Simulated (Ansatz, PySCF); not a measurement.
How RKS-B3LYP/6-31G* and FCI compare on the energy range of the profile of scans of the kind 'symmetric bend, bond length relaxed'.

Values in kJ/mol, from Ansatz (an electronic-structure program) and PySCF. Where two bases are given, the first is that of RKS-B3LYP/6-31G*. Full CI is exact in its basis, with frozen cores. Scans on which RKS-B3LYP/6-31G* failed or broke off at a jump of its own curve are missing, so the means are lower bounds.

| system | basis | RKS-B3LYP/6-31G* | FCI | RKS-B3LYP/6-31G* − FCI |
|---|---|---|---|---|
| H3 cation singlet | 6-31G* / aug-cc-pVQZ | 127.4 | 170.6 | -43.2 |
| H2B cation singlet | 6-31G* / cc-pVDZ | 452.4 | 448.0 | 4.4 |
| H2Cl cation singlet | 6-31G* / cc-pVDZ | 242.2 | 244.8 | -2.6 |
| H3 cation singlet | 6-31G* / cc-pVDZ | 127.4 | 166.0 | -38.6 |
| H3 cation singlet | 6-31G* / aug-cc-pVTZ | 127.4 | 169.7 | -42.3 |
| H2Be singlet | 6-31G* / def2-SVP | 378.6 | 375.2 | 3.4 |
| H2Mg singlet | 6-31G* / aug-cc-pVTZ | 307.5 | 290.1 | 17.4 |
| H2Se singlet | 6-31G* / cc-pVDZ | 337.3 | 327.9 | 9.4 |
| H2Mg singlet | 6-31G* / aug-cc-pVDZ | 307.5 | 293.5 | 14.0 |
| H2Ge singlet | 6-31G* / cc-pVDZ | 249.1 | 229.4 | 19.7 |
| H2Mg singlet | 6-31G* / def2-TZVP | 307.5 | 293.0 | 14.5 |
| H2Be singlet | 6-31G* / aug-cc-pVTZ | 378.6 | 368.0 | 10.6 |

The mean difference from FCI is -2.8 kJ/mol (median 6.9) and the mean absolute one 18.3 kJ/mol (median 14.3); RKS-B3LYP/6-31G* lies above in 8 and below in 4 of 12 cases. It is closest for H2Cl cation singlet (-2.6), H2Be singlet (3.4), H2B cation singlet (4.4) and furthest off for H3 cation singlet (-43.2), H3 cation singlet (-42.3), H3 cation singlet (-38.6).
